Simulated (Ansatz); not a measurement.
Reaction (isomerisation): `CC1CCC(=O)O1` → `CC(=O)CC(C)=O`

Calculated with Ansatz (gas phase, PBE0-D4/def2-TZVP geometries, no zero-point term in ΔE). CCSD(T)/CBS adds triple-zeta CCSD(T) − MP2 to the extrapolated MP2 energy (def2 sets, frozen cores). Each species was taken in one conformer, which may not be the lowest.

`CC1CCC(=O)O1`:

Cartesian coordinates in Å:
```
C 1.068 1.164 0.884
C 0.471 -0.221 0.779
C -1.023 -0.233 0.442
C -1.021 -0.329 -1.073
C 0.303 -0.990 -1.389
O 0.653 -1.491 -2.413
O 1.098 -0.935 -0.299
H 2.153 1.106 0.981
H 0.669 1.680 1.760
H 0.836 1.761 -0.002
H 0.688 -0.791 1.684
H -1.498 -1.115 0.877
H -1.533 0.649 0.829
H -1.838 -0.907 -1.501
H -1.026 0.651 -1.560
```

`CC(=O)CC(C)=O`:

Z-matrix (Å, degrees):
```
C
C 1 1.498
H 1 1.094 2 109.7
H 1 1.094 2 109.3 3 116.7
H 1 1.088 2 110.5 3 -122.5
O 2 1.205 1 123.4 3 129.2
C 2 1.523 1 115.8 3 -48.4
C 7 1.523 2 107.0 1 89.1
H 7 1.090 2 111.0 1 -28.8
H 7 1.090 2 108.2 1 -151.2
C 8 1.498 7 115.8 2 89.1
O 8 1.205 7 120.7 2 -88.5
H 11 1.094 8 109.3 7 68.3
H 11 1.094 8 109.7 7 -48.4
H 11 1.088 8 110.5 7 -170.9
```

| species | CCSD(T)/CBS(def2) energy (Eh) |
| --- | --- |
| `CC1CCC(=O)O1` | -345.44027 |
| `CC(=O)CC(C)=O` | -345.42046 |

Question: Work out ΔE.

Answer: ΔE = (-345.42046) − (-345.44027) = 0.01981 Eh = +52.0 kJ/mol.

Largest T1 diagnostic among the species: 0.015.

From BLYP to BHLYP (50 % exact exchange), in def2-TZVPP and without D4, ΔE moves by +26.8 kJ/mol. In def2-TZVPP, CCSD(T) changes the Hartree–Fock value by +12.9 kJ/mol (the triples alone add −0.6 kJ/mol) and MP2 by +18.2 kJ/mol.
